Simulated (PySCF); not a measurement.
sulfur trioxide (O3S), SMILES O=S(=O)=O.

The structure is a stationary point at B3LYP-D3(BJ)/def2-TZVP.

Method: TDDFT-M06-2X/def2-SVPD run with PySCF.

Vertical excitations; the highest root listed may be one member of a degenerate set. The molecule is in vacuum. State labels are in the subgroup C2v.

| state | symmetry | energy (eV) | λ (nm) | f | main pairs |
|---|---|---|---|---|---|
| S1 | A2 | 5.15 | 241 | 0.000 | HOMO→LUMO 99 % |
| S2 | B1 | 5.79 | 214 | 0.000 | HOMO→LUMO+1 93 % |
| S3 | A2 | 6.93 | 179 | 0.000 | HOMO−1→LUMO+1 (degenerate set) |
| S4 | B2 | 6.93 | 179 | 0.000 | HOMO−2→LUMO+1 (degenerate set) |
| S5 | B2 | 7.36 | 168 | 0.000 | HOMO−3→LUMO (degenerate set) |
| S6 | A2 | 7.36 | 168 | 0.000 | HOMO−4→LUMO (degenerate set) |
| S7 | B1 | 7.54 | 164 | 0.011 | HOMO−1→LUMO, HOMO−4→LUMO+1 (degenerate set) |
| S8 | A1 | 7.54 | 164 | 0.011 | HOMO−2→LUMO, HOMO−3→LUMO+1 (degenerate set) |
| S9 | A1 | 8.68 | 143 | 0.166 | HOMO−3→LUMO+1, HOMO−2→LUMO (degenerate set) |
| S10 | B1 | 8.69 | 143 | 0.166 | HOMO−4→LUMO+1, HOMO−1→LUMO (degenerate set) |
| T1 | A2 | 4.87 | 254 | 0 | HOMO→LUMO 99 % |
| T2 | B1 | 5.41 | 229 | 0 | HOMO→LUMO+1 91 % |
| T3 | A1 | 5.94 | 209 | 0 | HOMO−2→LUMO (degenerate set) |
| T4 | B1 | 5.94 | 209 | 0 | HOMO−1→LUMO (degenerate set) |
Triplets are in the Tamm–Dancoff approximation, which puts them higher than full response would, so one can lie above its singlet here.
